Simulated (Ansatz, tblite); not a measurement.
Removing and adding an electron: InH2Br. Total charge 0; singlet. Geometry: r2SCAN-D4/def2-TZVP. Ansatz, gas phase; energy differences of separate SCF runs; the oxidised species was run as a doublet alone; the reduced species was run as a doublet alone.

```xyz
4

In   -0.078   -0.169   -0.231
H    -0.392    0.748   -1.630
H    -0.105   -1.827    0.154
Br    0.574    1.247    1.708
```

In the def2 sets In takes a core potential; there is no spin–orbit coupling. The xTB rows come from tblite. Correlated methods freeze 13 core orbitals; core or outer-core shells of In, Br are correlated, in sets that lack core-valence functions. In CCSD on the charge 1 doublet the largest single amplitude is 0.15, so its Hartree–Fock determinant may place the open shell otherwise than the density functionals do.

| level | −HOMO (eV) | vertical IE (eV) | −LUMO (eV) | vertical EA (eV) | HOMO–LUMO gap (eV) | IE − EA (eV) | remarks |
| --- | --- | --- | --- | --- | --- | --- | --- |
| GFN1-xTB | 10.87 | 14.41 | 5.36 | – | 5.50 | – | – |
| HF/def2-TZVPP | – | 9.28 | – | – | – | – | – |
| r2SCAN-D4/def2-TZVP | 6.90 | 9.95 | 2.48 | – | 4.42 | – | – |
| r2SCAN-D4/def2-TZVPD | 6.91 | – | 2.49 | 0.61 | 4.42 | – | HOMO above zero (-1 doublet) |
| PBE0-D4/def2-TZVP | 7.82 | 10.04 | 2.03 | – | 5.79 | – | – |
| CCSD/def2-TZVPP | – | 10.11 | – | – | – | – | – |
| CCSD(T)/def2-TZVPD | – | – | – | 0.47 | – | – | – |
| CCSD(T)/def2-TZVPP | – | 10.15 | – | – | – | – | – |

Estimate the rows for GFN2-xTB, HF/def2-TZVPD, PBE-D4/def2-TZVP, PBE-D4/def2-TZVPD, PBE0-D4/def2-TZVPD, MP2/def2-TZVPD, MP2/def2-TZVPP, CCSD/def2-TZVPD.


```csv
level,−HOMO (eV),vertical IE (eV),−LUMO (eV),vertical EA (eV),HOMO–LUMO gap (eV),IE − EA (eV),remarks
GFN2-xTB,11.54,14.86,7.86,4.83,3.68,10.02,–
HF/def2-TZVPD,–,–,–,-0.02,–,–,–
PBE-D4/def2-TZVP,6.60,9.78,2.74,–,3.85,–,–
PBE-D4/def2-TZVPD,6.62,–,2.78,0.54,3.85,–,HOMO above zero (-1 doublet)
PBE0-D4/def2-TZVPD,7.84,–,2.06,0.54,5.78,–,HOMO above zero (-1 doublet)
MP2/def2-TZVPD,–,–,–,0.45,–,–,–
MP2/def2-TZVPP,–,10.30,–,–,–,–,–
CCSD/def2-TZVPD,–,–,–,0.43,–,–,–
```

   A HOMO above zero means that the electron is unbound at that level or that self-interaction error raises the level; the energy of removing that electron tells which. Raw xTB energy differences between charge states are shifted by several eV; the methods need an empirical correction for them. A negative affinity means that the extra electron isn't bound; its size then hangs on the basis.
